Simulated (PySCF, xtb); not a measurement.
CH₄Cl₂GaN, SMILES C[NH][Ga]([Cl])[Cl].

GFN2-xTB in xtb at its own geometry gives an orbital gap of 2.84 eV and a dipole moment of 2.13 D.

Geometry: B3LYP-D3(BJ)/def2-SVP. The structure was generated by enumeration; whether it is a known compound was not checked. Other conformers were not sampled.

Task: What does PySCF with PBE0/def2-TZVP give? (An estimate is asked for; the answer gives what the named calculation found.)

Result: gap 6.20 eV (levels -7.33 and -1.14 eV), dipole 2.77 D.
